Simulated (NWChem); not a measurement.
Everything below was run with NWChem. System: FGaI₂, charge 0, spin multiplicity 1, at a geometry optimised with B3LYP/def2-SVP with def2 effective core potentials on I. The structure started from a generated list of species. Level: RHF/def2-TZVP with def2 effective core potentials on I.

The NWChem input:

```
start mol
memory heap 200 mb stack 800 mb global 1000 mb
geometry units angstroms nocenter noautoz
  Ga     0.000000     0.000000    -0.708326
  F      0.000000     0.000000    -2.460976
  I     -2.214697     0.000000     0.416103
  I      2.214697     0.000000     0.416103
  symmetry group C2v
end
basis spherical
  * library def2-tzvp
end
ecp
  I library def2-ecp
end
scf
  rhf
  nopen 0
  maxiter 100
  thresh 1e-7
  semidirect memsize 60000000 filesize 0
end
task scf energy
```

Output (cleaned and shortened):

```
             Northwest Computational Chemistry Package (NWChem) 7.3.0
             --------------------------------------------------------

                                NWChem Input Module
                                -------------------

 Scaling coordinates for geometry "geometry" by  1.889725989
 (inverse scale =  0.529177249)

 Turning off AUTOSYM since
 SYMMETRY directive was detected!

                             Geometry "geometry" -> ""
                             -------------------------

 Output coordinates in angstroms (scale by  1.889725989 to convert to a.u.)

  No.       Tag          Charge          X              Y              Z
 ---- ---------------- ---------- -------------- -------------- --------------
    1 Ga                  31.0000     0.00000000     0.00000000    -0.70832600
    2 F                    9.0000     0.00000000     0.00000000    -2.46097600
    3 I                   53.0000    -2.21469700     0.00000000     0.41610300
    4 I                   53.0000     2.21469700     0.00000000     0.41610300

 Effective nuclear repulsion energy (a.u.)    1258.9611076363

            Nuclear Dipole moment (a.u.)
            ----------------------------
        X                 Y               Z
 ---------------- ---------------- ----------------
     0.0000000000     0.0000000000     0.0000529123

      Symmetry information
      --------------------

 Group name             C2v
 Group number             16
 Group order               4
 No. of unique centers     3

      Symmetry unique atoms

     1    2    3


 Summary of "ao basis" -> "" (spherical)
 ------------------------------------------------------------------------------
       Tag                 Description            Shells   Functions and Types
 ---------------- ------------------------------  ------  ---------------------
 *                         def2-tzvp                  on all atoms

 Summary of "ao basis" -> "ao basis" (spherical)
 ------------------------------------------------------------------------------
       Tag                 Description            Shells   Functions and Types
[...]
    97      0.317990  3 I  pz               147     -0.317990  4 I  pz
    95      0.256770  3 I  px               145      0.256770  4 I  px
    91     -0.249045  3 I  pz               141      0.249045  4 I  pz
    89     -0.206489  3 I  px               139     -0.206489  4 I  px
    94      0.193612  3 I  pz               144     -0.193612  4 I  pz

 Vector   46  Occ=0.000000D+00  E= 2.818047D-02  Symmetry=a1
              MO Center= -5.7D-14,  7.2D-15, -4.3D-02, r^2= 7.2D+00
   Bfn.  Coefficient  Atom+Function         Bfn.  Coefficient  Atom+Function
  ----- ------------  ---------------      ----- ------------  ---------------
     6      1.416842  1 Ga s                 98     -0.473427  3 I  px
   148      0.473427  4 I  px                85     -0.401580  3 I  s
   135     -0.401580  4 I  s                  5      0.340343  1 Ga s
    53     -0.231511  2 F  s                  4     -0.214331  1 Ga s
    95     -0.208618  3 I  px               145      0.208618  4 I  px

 Vector   47  Occ=0.000000D+00  E= 3.953601D-02  Symmetry=b2
              MO Center=  2.0D-13,  6.0D-15, -4.4D-01, r^2= 5.2D+00
   Bfn.  Coefficient  Atom+Function         Bfn.  Coefficient  Atom+Function
  ----- ------------  ---------------      ----- ------------  ---------------
    20      0.888500  1 Ga py                17      0.343709  1 Ga py
    99     -0.270548  3 I  py               149     -0.270548  4 I  py

 Vector   48  Occ=0.000000D+00  E= 1.302233D-01  Symmetry=a1
              MO Center=  1.5D-13, -2.6D-15, -6.9D-01, r^2= 7.5D+00
   Bfn.  Coefficient  Atom+Function         Bfn.  Coefficient  Atom+Function
  ----- ------------  ---------------      ----- ------------  ---------------
    21      1.348584  1 Ga pz                85     -0.508887  3 I  s
   135     -0.508887  4 I  s                 53      0.495193  2 F  s
    98     -0.476104  3 I  px               148      0.476104  4 I  px
     6      0.335320  1 Ga s                 18      0.224492  1 Ga pz
    39      0.170383  1 Ga d  0

 center of mass
 --------------
 x =   0.00000000 y =   0.00000000 z =   0.05546996

 moments of inertia (a.u.)
 ------------------
         690.261112712843           0.000000000000           0.000000000000
           0.000000000000        5135.747584475541           0.000000000000
           0.000000000000           0.000000000000        4445.486471762697

  Mulliken analysis of the total density
  --------------------------------------

    Atom       Charge   Shell Charges
 -----------   ------   -------------------------------------------------------
    1 Ga  31    30.02   2.00  2.00  1.16  0.81  0.66  0.13  5.98  4.44  1.55  0.79  0.14  8.91  1.12  0.08  0.16  0.07
    2 F    9     9.48   0.77  1.20  0.59  1.01  0.35  2.23  2.27  1.04  0.00  0.01  0.00
    3 I   25    25.25   0.19 -0.77  1.58  1.01  1.08  0.85 -0.49  6.45  1.33  2.93  1.06  9.23  0.76  0.05  0.00  0.00
    4 I   25    25.25   0.19 -0.77  1.58  1.01  1.08  0.85 -0.49  6.45  1.33  2.93  1.06  9.23  0.76  0.05  0.00  0.00

       Multipole analysis of the density wrt the origin
       ------------------------------------------------

     L   x y z        total         open         nuclear
     -   - - -        -----         ----         -------
     0   0 0 0     -0.000000      0.000000     90.000000

     1   1 0 0      0.000000      0.000000      0.000000
     1   0 1 0     -0.000000      0.000000      0.000000
     1   0 0 1      0.625296      0.000000    -44.033904

     2   2 0 0    -55.315970      0.000000    875.782596
     2   1 1 0      0.000000      0.000000      0.000000
     2   1 0 1      0.000000      0.000000      0.000000
     2   0 2 0    -53.949374      0.000000      0.000000
     2   0 1 1      0.000000      0.000000      0.000000
     2   0 0 2    -62.102199      0.000000    281.107785

 Task  times  cpu:       12.2s     wall:       12.2s

 Total times  cpu:       12.3s     wall:       12.3s
```
